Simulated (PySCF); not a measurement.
SMILES B1NBNBN1 at its GFN2-xTB optimised geometry (Å):

```
12

B     -0.8580    -1.2612     0.0000
N     -1.4993     0.0024    -0.0001
B     -0.7908     1.2295    -0.0002
N      0.6241     1.1531    -0.0002
B      1.3326    -0.0740     0.0000
N      0.5590    -1.2612     0.0000
H     -1.4728    -2.2627     0.0000
H     -2.5074     0.0296    -0.0002
H     -1.3507     2.2627    -0.0004
H      1.1517     2.0125    -0.0003
H      2.5074    -0.1057     0.0001
H      1.0394    -2.1477     0.0002
```

Calculation: PBE/def2-TZVP (PySCF).

Map of the electron localisation function on the plane z = 1.0 Å:

```
|00000000000000000000000000000|
|00000000000000000000000000000|
|00000000000000000000000000000|
|00000000000000000000000000000|
|00000000024310000000000000000|
|00000001589830000000000000000|
|00000004999950000110000000000|
|00000005999951001332000000000|
|00000002799851113442000000000|
|00000000257632345431000000000|
|00000000013324676530000000000|
|00000000013324677631001100000|
|00000001246522467641246630000|
|00000233467630024533589971000|
|00000344567730001224899981000|
|00000123467630013324799981000|
|00000001246521356632479850000|
|00000000023324677631124410000|
|00000000023325677520000000000|
|00000001367533455420000000000|
|00000015899731124431000000000|
|00000017999830012431000000000|
|00000006999830001220000000000|
|00000002799610000000000000000|
|00000000133200000000000000000|
|00000000000000000000000000000|
|00000000000000000000000000000|
|00000000000000000000000000000|
|00000000000000000000000000000|
```
Scale: ten equal steps from 0.000 (start of '0') to 0.970 (end of '9'), in the order '0123456789'; x runs from -5.00 to 5.00, y from -5.00 (bottom) to 5.00 (top).
